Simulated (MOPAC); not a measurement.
MOPAC input (PM6):

```
PM6 FORCE THERMO(298,298) PRECISE LET CHARGE=-1 GEO-OK AUX(PRECISION=9) THREADS=1
C2H9P2Si

C    -1.17532084 1   -0.57281714 1   -1.52226042 1
Si    0.08537191 1   -0.12831320 1   -0.14720871 1
C     1.69650346 1    0.23358657 1   -1.11458442 1
P     0.10684759 1   -1.60840031 1    1.09827273 1
P    -0.46125214 1    1.79411261 1    0.35645749 1
H    -1.14863948 1    0.17200956 1   -2.32309968 1
H    -2.19920752 1   -0.64838898 1   -1.14321352 1
H    -0.90434938 1   -1.54283062 1   -1.95545440 1
H     1.98339434 1   -0.70098222 1   -1.61078777 1
H     2.51588361 1    0.53225128 1   -0.45697276 1
H     1.56317223 1    0.99310217 1   -1.88875175 1
H     0.87923597 1   -1.76649648 1    2.30104342 1
H    -1.62935588 1    1.79659773 1    1.22305806 1
H     0.55823109 1    2.37544752 1    1.21648181 1
```

Output:

```
 *******************************************************************************
 **                                                                           **
 **                              MOPAC v23.2.5                                **
 **                                                                           **
 *******************************************************************************
 ** MOPAC's Digital Object Identifier: https://doi.org/10.5281/zenodo.6511958 **
 **                                                                           **
 ** Please cite the open-source release paper for use of this MOPAC version:  **
 ** J. E. Moussa and J. J. P. Stewart (2026)                                  **
 ** MOPAC: An open-source semiempirical molecular orbital program             **
 ** J. Open Source Softw., 11(119), 8025, https://doi.org/10.21105/joss.08025 **
 *******************************************************************************

                              PM6 CALCULATION RESULTS

 *******************************************************************************
 *  PM6        - The PM6 Hamiltonian to be used
 *  GEO-OK     - OVERRIDE INTERATOMIC DISTANCE AND OTHER SAFETY CHECKS
 *
 *
 *
 *                 CHARGE ON SYSTEM = -1
 *
 *
 *
 *  LET        - OVERRIDE SOME SAFETY CHECKS
 *  PRECISE    - TIGHTER CRITERIA TO BE USED
 *  FORCE      - FORCE CALCULATION SPECIFIED
 *  AUX        - OUTPUT AUXILIARY INFORMATION
 *  THERMO     - THERMODYNAMIC QUANTITIES TO BE CALCULATED
 *******************************************************************************
PM6 FORCE THERMO(298,298) PRECISE LET CHARGE=-1 GEO-OK AUX(PRECISION=9) THREADS=1
 C2H9P2Si

   ATOM   CHEMICAL          X               Y               Z
  NUMBER   SYMBOL      (ANGSTROMS)     (ANGSTROMS)     (ANGSTROMS)

     1       C         -1.17532084  *  -0.57281714  *  -1.52226042  *
     2      Si          0.08537191  *  -0.12831320  *  -0.14720871  *
     3       C          1.69650346  *   0.23358657  *  -1.11458442  *
     4       P          0.10684759  *  -1.60840031  *   1.09827273  *
     5       P         -0.46125214  *   1.79411261  *   0.35645749  *
     6       H         -1.14863948  *   0.17200956  *  -2.32309968  *
     7       H         -2.19920752  *  -0.64838898  *  -1.14321352  *
     8       H         -0.90434938  *  -1.54283062  *  -1.95545440  *
     9       H          1.98339434  *  -0.70098222  *  -1.61078777  *
    10       H          2.51588361  *   0.53225128  *  -0.45697276  *
    11       H          1.56317223  *   0.99310217  *  -1.88875175  *
    12       H          0.87923597  *  -1.76649648  *   2.30104342  *
    13       H         -1.62935588  *   1.79659773  *   1.22305806  *
    14       H          0.55823109  *   2.37544752  *   1.21648181  *

          CARTESIAN COORDINATES

    NO.       ATOM           X           Y           Z

     1         C         -1.1753     -0.5728     -1.5223
     2        Si          0.0854     -0.1283     -0.1472
     3         C          1.6965      0.2336     -1.1146
     4         P          0.1068     -1.6084      1.0983
[...]
 TRAVEL (Ang.)       0.2034         Si 2 -- P  5          +0.1% (  3.7%)      0.7%
 REDUCED MASS        0.5933
 EFFECTIVE MASS      1.3564
 FORCE CONSTANT      2.6389

 VIBRATION         33   33A           ATOM PAIR      ENERGY CONTRIBUTION    RADIAL
 FREQUENCY          2750.55         P  5 -- H 13         +71.4% ( 84.3%)     99.4%
 TRANSITION DIPOLE   0.1051         P  5 -- H 14         +28.4% ( 53.1%)     96.0%
 TRAVEL (Ang.)       0.2050
 REDUCED MASS        0.5835
 EFFECTIVE MASS      1.2365
 FORCE CONSTANT      2.6011

 VIBRATION         34   34A           ATOM PAIR      ENERGY CONTRIBUTION    RADIAL
 FREQUENCY          2763.67         C  3 -- H 10         +23.6% ( 46.9%)     97.3%
 TRANSITION DIPOLE   0.6347         C  3 -- H 11         +22.7% ( 45.9%)     97.2%
 TRAVEL (Ang.)       0.3640         C  3 -- H  9         +21.2% ( 44.4%)     96.9%
 REDUCED MASS        0.1841         C  1 -- H  7         +11.7% ( 32.9%)     97.3%
 EFFECTIVE MASS      1.1086         C  1 -- H  8         +10.4% ( 31.1%)     96.9%
 FORCE CONSTANT      0.8287         C  1 -- H  6         +10.1% ( 30.6%)     96.7%

 VIBRATION         35   35A           ATOM PAIR      ENERGY CONTRIBUTION    RADIAL
 FREQUENCY          2765.84         C  1 -- H  7         +23.5% ( 46.7%)     97.1%
 TRANSITION DIPOLE   0.5773         C  1 -- H  8         +22.2% ( 45.4%)     96.9%
 TRAVEL (Ang.)       0.3639         C  1 -- H  6         +21.9% ( 45.1%)     96.8%
 REDUCED MASS        0.1842         C  3 -- H 11         +11.1% ( 32.1%)     97.3%
 EFFECTIVE MASS      1.1118         C  3 -- H 10         +10.8% ( 31.7%)     97.1%
 FORCE CONSTANT      0.8300         C  3 -- H  9         +10.3% ( 30.9%)     96.8%

 VIBRATION         36   36A           ATOM PAIR      ENERGY CONTRIBUTION    RADIAL
 FREQUENCY          2801.41         P  4 -- H 12         +99.7% (100.0%)     99.9%
 TRANSITION DIPOLE   0.0564         Si 2 -- P  4          +0.2% (  4.5%)     50.3%
 TRAVEL (Ang.)       0.1571
 REDUCED MASS        0.9748
 EFFECTIVE MASS      1.3384
 FORCE CONSTANT      4.5074

      SYMMETRY NUMBER FOR POINT-GROUP C1  =  1

          SYSTEM IS A GROUND STATE

 C2H9P2Si

          MOLECULE IS NOT LINEAR

          THERE ARE 36 GENUINE VIBRATIONS IN THIS SYSTEM
          THIS THERMODYNAMICS CALCULATION IS LIMITED TO
          MOLECULES WHICH HAVE NO INTERNAL ROTATIONS

                    CALCULATED THERMODYNAMIC PROPERTIES
                                          *
   TEMP. (K)   PARTITION FUNCTION   H.O.F.    ENTHALPY  HEAT CAPACITY ENTROPY
                                   KCAL/MOL   CAL/MOLE    CAL/K/MOL  CAL/K/MOL

 298.00  VIB.     0.1966D+03                  4247.4839    27.8076    24.7483
         ROT.     0.3117D+06                   888.2803     2.9808    28.1185
         INT.     0.6129D+08                  5135.7642    30.7884    52.8669
         TRA.     0.1321D+28                  1480.4672     4.9680    40.3359
         TOT.                     -305.817    6616.2314    35.7564    93.2028

   *: NOTE: HEATS OF FORMATION ARE RELATIVE TO THE
            ELEMENTS IN THEIR STANDARD STATE AT 298K
              (=  Standard Enthalpy of Formation).

            Hvib:  Zero-point energy is not included.
                   frequencies of less than zero cm-1 are not included.
            Hrot = (3/2)RT
            Htra = (3/2)RT + pV = (5/2)RT

            Heat capacity is Cp, not Cv

          For more information, see: HTTP://OpenMOPAC.net/Manual/thermochemistry.html

           FORCE CONSTANT IN CARTESIAN COORDINATES (Millidynes/A)

    ATOM   CHEMICAL       X               Y               Z
   NUMBER   SYMBOL  FORCE CONSTANT  FORCE CONSTANT  FORCE CONSTANT

      1       C        4.877993        5.802932        5.798845
      2      Si        5.329620        6.435651       10.849962
      3       C        5.782885        4.891948        5.775028
      4       P        4.978245        2.745424        5.379986
      5       P        4.945303        5.096793        5.246071
      6       H        0.949745        1.891896        2.297613
      7       H        1.040117        3.487608        0.623924
      8       H        0.881491        0.907744        3.328162
      9       H        0.945384        1.024893        3.133310
     10       H        4.037252        0.559527        0.542358
     11       H        1.165635        1.409542        2.568240
     12       H        3.814416        0.278319        0.532642
     13       H        0.378947        4.154723        0.337774
     14       H        4.113045        0.420947        0.299315

 **********************
 *                    *
 * JOB ENDED NORMALLY *
 *                    *
 **********************

 == MOPAC DONE ==
```

The dipole moment of an ion depends on the origin.
